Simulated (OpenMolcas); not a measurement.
**Computed levels of Mo II**

| Item | Value |
| --- | --- |
| Program | OpenMolcas |
| Method | CASSCF |
| Basis | ANO-RCC-VQZP [8s7p5d3f2g1h] |
| Scalar Hamiltonian | DKH2, point nucleus |
| Active space | 5 electrons in 6 orbitals (4d 5s) |
| State averaging | 2S+1 = 6 even, 6 roots; 2S+1 = 4 even, 64 roots (52 in the spin-orbit step); 2S+1 = 2 even, 89 roots (34 in the spin-orbit step) |
| Spin-orbit coupling | state interaction with AMFI integrals over the reference wave functions, term energies averaged over their components |

Spin-free terms above the lowest, with the occupations of the reference:

```
Configuration  Term  E (cm-1)      Occupations
          4d5    6S       0.0          4d 5.00
       4d4 5s    6D      9654  4d 4.00 5s 1.00
          4d5    4G     18654  4d 4.93 5s 0.07
          4d5    4P     19947  4d 4.75 5s 0.26
          4d5    4D     20126  4d 4.61 5s 0.39
```

With spin-orbit coupling, above the lowest level:

```tsv
Configuration	Term	J	E (cm-1)	Measured (cm-1)	g	Term weight %	Second
4d5	6S	5/2	0.0	0.0	2.001	100	
4d4 5s	6D	1/2	8722	11783	3.334	99	
4d4 5s	6D	3/2	8950	12034	1.868	100	
4d4 5s	6D	5/2	9312	12417	1.658	100	
4d4 5s	6D	7/2	9784	12900	1.588	100	
4d4 5s	6D	9/2	10344	13461	1.556	100	
4d5	4G	5/2	18583	15199	0.576	98	
4d5	4G	7/2	18674	15331	0.985	99	
4d5	4G	9/2	18745	15428	1.172	100	
4d5	4G	11/2	18771	15447	1.273	100	
4d5	4P	3/2	19211		1.475	51	48 4D
4d5	4P	5/2	19315		1.484	50	48 4D
4d5	4P	1/2	19385		1.474	55	45 4D
4d5	4D	1/2	20182		1.194	55	44 4P
4d5	4D	7/2	20392		1.427	99	
4d5	4D	3/2	20618		1.454	51	48 4P
4d5	4D	5/2	20889		1.476	51	46 4P
```

Against the 9 measured excited levels shown (NIST Handbook of Basic Atomic Spectroscopic Data) the mean absolute deviation is 3200 cm-1; the largest miss in energy is 4d5 4G 5/2: computed 18583, measured 15199 cm-1 (+22.3 %).

Spin-orbit coupling puts the lowest level 94.7 cm-1 below the lowest spin-free term.

Some high roots are left out of the spin-orbit mixing, which shifts the levels that they would mix with. Without dynamic correlation excited terms often stand tens of per cent too high (terms of higher spin than the ground term too low), and those without a measured partner can miss by more than the paired ones. Configurations are named by rounded mean occupations; where the s occupation lies near a half they are strongly mixed, a name can repeat and a true partner stay unpaired. A single d shell beside an s shell can misplace configurations of different d count against each other. Measured partners are found by configuration, term and J. A level has none where our copy of the source lacks it or the pairing is in doubt (some pairs that miss far off the trend of their configuration count as doubtful), and it then counts in no deviation. Levels of configurations outside the active space are missing. The first state left out of the spin-orbit step lies near 33000 cm-1 above the lowest spin-free state of the reference (among the parities and spins computed), and the list stops at four fifths of that energy or lower.

The RASSCF and RASSI steps took 57 s on 1 thread of Arm Neoverse V2, on a shared host; the integral step is not counted.

The term weight is that of the spin-free term in the level, not the purity of its configuration.
